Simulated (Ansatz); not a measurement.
```yaml
atoms:
  - { symbol: O, position_ang: [1.1498, 0.0000, 0.0000] }
  - { symbol: C, position_ang: [0.3528, 1.0865, 0.0000] }
  - { symbol: C, position_ang: [-0.9584, 0.7153, 0.0000] }
  - { symbol: C, position_ang: [-0.9584, -0.7153, 0.0000] }
  - { symbol: C, position_ang: [0.3528, -1.0865, 0.0000] }
  - { symbol: H, position_ang: [0.8548, 2.0507, 0.0000] }
  - { symbol: H, position_ang: [-1.8204, 1.3790, 0.0000] }
  - { symbol: H, position_ang: [-1.8204, -1.3790, 0.0000] }
  - { symbol: H, position_ang: [0.8548, -2.0507, 0.0000] }
```

Basis set: def2-TZVP (spherical functions). Left uncorrelated: 5 orbitals. Charge 0, multiplicity 1.

Computed with Ansatz (development build ahead of 0.2.0); each method stands on the lowest determinant of its kind that the runs found. Restricted open shells among the atoms or ions are ROHF, correlated in semicanonical orbitals with singles.

Q: Give the atomization energy at this shape (free ground-state atoms in the same class of orbitals less the molecule, no zero-point energy) of singlet C4H4O by RHF-MP2, RHF.

A:

```csv
method,atomization energy
RHF-MP2,42.96 eV
RHF,31.41 eV
```
